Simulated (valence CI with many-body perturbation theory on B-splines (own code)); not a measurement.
## Tc³⁰⁺: electric-dipole lines

Calculated by relativistic CI+MBPT: three valence electrons over a frozen Dirac-Fock core [Ne], radial functions for each j: 11 s, 11 p, 9 d, 7 f, 5 g, 2 h, 1 i, with the one-electron correlation potential Σ1 (screened to all orders), the two-electron term Σ2, the three-electron term Σ3, Breit, model QED; selected single and double excitations, second order for the rest (own B-spline code, finite nucleus).

The last digits are not significant, and no measured levels were compared; by estimate large intervals hold to a few tenths of a per cent, small ones and those within an open d or f shell to about a per cent.

Lines 1 to 50 of 277 in falling wavelength, among levels below 2862300 cm⁻¹, chosen from the strongest by gf and those to the six lowest levels. Wavelengths and rates use the calculated energies. Electric multipoles are in the length gauge, E1 and E2 with the static RPA response of the core. Weak lines are less certain than strong ones. Lines between different terms over intervals too small for the method are left out, as are lines whose strength nearly cancels. The highest levels of a list are the least certain.

Names give the largest LS component (configuration and term), which can be under half, so a name can repeat, a term be missing and a line seem to break the LS rules; names also repeat where a configuration has a term twice. Letters in brackets count levels of one name in rising energy.

```tsv
λ vac (nm)	Upper	Lower	A (s⁻¹)	S (a.u.)
29.95	3s3p² ⁴P_1/2	3s²3p ²P°_3/2	6.11e+07	1.62e-03
21.84	3p²3d ²G_7/2	3s3p3d ²D°_5/2 [b]	1.60e+09	6.57e-02
21.36	3p²3d ⁴F_9/2 [a]	3s3p3d ²F°_7/2 [b]	1.35e+09	6.52e-02
20.78	3s3p² ⁴P_3/2	3s²3p ²P°_3/2	2.54e+08	4.50e-03
18.69	3p²3d ²G_7/2	3s3p3d ²F°_5/2 [b]	2.03e+09	5.24e-02
18.52	3s3p² ⁴P_5/2	3s²3p ²P°_3/2	1.99e+09	3.74e-02
18.35	3p²3d ⁴F_9/2 [a]	3s3p3d ²F°_7/2 [a]	4.39e+09	1.34e-01
17.79	3s3p² ⁴P_1/2	3s²3p ²P°_1/2	3.02e+09	1.68e-02
17.58	3p²3d ⁴F_5/2	3s3p3d ²F°_5/2 [a]	3.11e+09	5.00e-02
17.34	3p²3d ²F_5/2 [a]	3s3p3d ⁴D°_5/2	3.38e+09	5.21e-02
16.85	3p³ ²P°_1/2	3s3p² ²S_1/2	1.03e+10	4.88e-02
16.57	3p²3d ⁴F_3/2	3s3p3d ⁴D°_1/2	6.50e+09	5.83e-02
16.51	3p³ ²D°_3/2	3s3p² ²D_3/2	3.38e+09	3.00e-02
16.47	3p²3d ²P_3/2 [a]	3s3p3d ⁴P°_3/2 [a]	5.67e+09	4.99e-02
16.38	3p²3d ²D_3/2	3s3p3d ²P°_1/2 [a]	5.82e+09	5.05e-02
16.33	3p²3d ²F_7/2 [a]	3s3p3d ⁴D°_7/2	4.03e+09	6.94e-02
16.26	3p²3d ²F_7/2 [a]	3s3p3d ⁴D°_5/2	2.71e+09	4.60e-02
16.16	3p²3d ²F_5/2 [b]	3s3p3d ²F°_7/2 [b]	5.41e+09	6.76e-02
16.07	3p²3d ⁴D_3/2	3s3p3d ²D°_5/2 [a]	9.12e+09	7.47e-02
15.98	3p²3d ⁴D_5/2	3s3p3d ²D°_5/2 [a]	4.56e+09	5.52e-02
15.74	3s3p² ²D_3/2	3s²3p ²P°_3/2	1.62e+09	1.25e-02
15.23	3p³ ⁴S°_3/2	3s3p² ²D_5/2	7.84e+09	5.46e-02
15.08	3p²3d ²D_5/2	3s3p3d ²D°_5/2 [a]	4.17e+09	4.24e-02
14.97	3p²3d ⁴F_9/2 [b]	3s3p3d ²F°_7/2 [b]	7.30e+09	1.21e-01
14.91	3p²3d ⁴D_5/2	3s3p3d ⁴P°_3/2 [b]	5.26e+09	5.17e-02
14.85	3p²3d ⁴F_5/2	3s3p3d ⁴P°_5/2	8.64e+09	8.38e-02
14.73	3p²3d ⁴F_5/2	3s3p3d ⁴D°_3/2	8.54e+09	8.08e-02
14.69	3p²3d ²F_7/2 [b]	3s3p3d ²D°_5/2 [b]	5.59e+09	6.99e-02
14.67	3p²3d ⁴F_9/2 [a]	3s3p3d ⁴D°_7/2	4.42e+09	6.87e-02
14.55	3p²3d ⁴F_7/2	3s3p3d ⁴F°_9/2	1.67e+10	2.03e-01
14.47	3p²3d ⁴D_5/2	3s3p3d ⁴D°_7/2	7.57e+09	6.79e-02
14.37	3p²3d ²F_5/2 [b]	3s3p3d ²F°_7/2 [a]	4.95e+09	4.35e-02
14.36	3p²3d ⁴F_5/2	3s3p3d ⁴F°_7/2	2.11e+10	1.85e-01
14.26	3p³ ²D°_3/2	3s3p² ⁴P_5/2	2.00e+10	1.14e-01
14.17	3s3p3d ⁴F°_3/2	3s3p² ²D_3/2	1.83e+09	1.03e-02
14.16	3p²3d ²F_5/2 [b]	3s3p3d ²D°_3/2 [b]	4.65e+09	3.91e-02
14.11	3s3p² ²P_1/2	3s²3p ²P°_3/2	4.90e+09	1.36e-02
14.09	3s3p² ⁴P_3/2	3s²3p ²P°_1/2	7.05e+07	3.90e-04
13.86	3p²3d ⁴F_3/2	3s3p3d ⁴F°_5/2 [a]	1.84e+10	9.67e-02
13.85	3p²3d ⁴F_9/2 [a]	3s3p3d ⁴F°_9/2	1.81e+10	2.37e-01
13.83	3s3p3d ⁴F°_5/2 [a]	3s3p² ²D_3/2	1.82e+08	1.43e-03
13.73	3p²3d ²D_5/2	3s3p3d ⁴D°_7/2	1.38e+10	1.06e-01
13.69	3s3p3d ⁴P°_5/2	3s3p² ²D_5/2	5.54e+09	4.21e-02
13.64	3p²3d ⁴P_3/2	3s3p3d ⁴D°_5/2	1.53e+10	7.68e-02
13.54	3p²3d ⁴F_3/2	3s3p3d ⁴F°_3/2	1.16e+10	5.68e-02
13.43	3p²3d ⁴F_9/2 [b]	3s3p3d ²F°_7/2 [a]	1.17e+10	1.39e-01
13.35	3s3p² ²D_5/2	3s²3p ²P°_3/2	3.68e+09	2.60e-02
13.19	3p²3d ²F_7/2 [b]	3s3p3d ²F°_7/2 [b]	5.75e+09	5.21e-02
13.16	3p³ ²D°_3/2	3s3p² ⁴P_3/2	6.45e+09	2.90e-02
13.06	3p²3d ²P_3/2 [b]	3s3p3d ²P°_1/2 [a]	8.15e+09	3.59e-02
```
